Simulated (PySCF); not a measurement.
Zn⁺ (zinc, charge +1): PBE0 calculation

Configuration: [Ar] 3d10 4s1, 2S determinant. Calculation: PySCF 2.14, in def2-SVP (5s3p2d1f, 31 functions); no relativity, point nucleus.

```json
{"Total energy": "-1778.557 hartree", "One-electron energy": "-2472.365 hartree", "Hartree (Coulomb) energy": "764.502 hartree", "Exchange-correlation energy": "-70.694 hartree", "Kinetic energy": "1775.97768 hartree", "⟨S²⟩": "0.7504", "⟨L²⟩": "0.000", "Sum of ⟨r⟩": "18.70 bohr", "Sum of ⟨r²⟩": "22.26 bohr²", "Density at the nucleus (Gaussians lack the cusp)": "17300 bohr⁻³", "Spin density at the nucleus": "7.55 bohr⁻³", "Langevin diamagnetic susceptibility": "-17.6 ×10⁻⁶ cm³/mol", "Time after the integrals": "0.22 s of wall time on 1 thread of AMD EPYC 9R45 96-Core Processor (shared host)"}
```

```json
{"shell": "1s α", "electrons": "1", "mean orbital energy (eV)": "-9467.2", "rms radius, mean of both spins (bohr)": "0.0592"}
{"shell": "1s β", "electrons": "1", "mean orbital energy (eV)": "-9467.2", "rms radius, mean of both spins (bohr)": "0.0592"}
{"shell": "2s α", "electrons": "1", "mean orbital energy (eV)": "-1160.8", "rms radius, mean of both spins (bohr)": "0.249"}
{"shell": "2s β", "electrons": "1", "mean orbital energy (eV)": "-1160.8", "rms radius, mean of both spins (bohr)": "0.249"}
{"shell": "2p α", "electrons": "3", "mean orbital energy (eV)": "-1023.5", "rms radius, mean of both spins (bohr)": "0.221"}
{"shell": "2p β", "electrons": "3", "mean orbital energy (eV)": "-1023.5", "rms radius, mean of both spins (bohr)": "0.221"}
{"shell": "3s α", "electrons": "1", "mean orbital energy (eV)": "-141.42", "rms radius, mean of both spins (bohr)": "0.744"}
{"shell": "3s β", "electrons": "1", "mean orbital energy (eV)": "-141.31", "rms radius, mean of both spins (bohr)": "0.744"}
{"shell": "3p α", "electrons": "3", "mean orbital energy (eV)": "-97.237", "rms radius, mean of both spins (bohr)": "0.783"}
{"shell": "3p β", "electrons": "3", "mean orbital energy (eV)": "-97.176", "rms radius, mean of both spins (bohr)": "0.783"}
{"shell": "3d α", "electrons": "5", "mean orbital energy (eV)": "-22.472", "rms radius, mean of both spins (bohr)": "0.990"}
{"shell": "3d β", "electrons": "5", "mean orbital energy (eV)": "-22.316", "rms radius, mean of both spins (bohr)": "0.990"}
{"shell": "4s α", "electrons": "1", "mean orbital energy (eV)": "-14.670", "rms radius, mean of both spins (bohr)": "2.69"}
```
